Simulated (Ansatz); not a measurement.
Ga(Cl)(SH)2 (ClGaH2S2), SMILES [SH][Ga]([SH])[Cl].

Geometry: PBE0-D3(BJ)/def2-SVP. Other conformers were not sampled.

Two levels are set side by side: PBE/def2-SVPD (Ansatz, a quantum-chemistry and plane-wave program) and PBE0/def2-SVPD (Ansatz). Energy differences of separate SCF runs at the same geometry; the states with an electron removed or added have multiplicity 2 and 2. Differences are taken from unrounded values.

| quantity | PBE |
|---|---|
| vertical ionisation energy (eV) | 9.61 |
| vertical singlet–triplet gap (eV) | 4.45 |

Task: These are the PBE values. What does PBE0 give? (An estimate is asked for; the answer gives what the named calculation found.)

Result: 
```json
[
 {"quantity": "vertical ionisation energy (eV)", "PBE0": "9.96", "PBE minus PBE0": "-0.35"},
 {"quantity": "vertical singlet–triplet gap (eV)", "PBE0": "4.92", "PBE minus PBE0": "-0.47"}
]
```
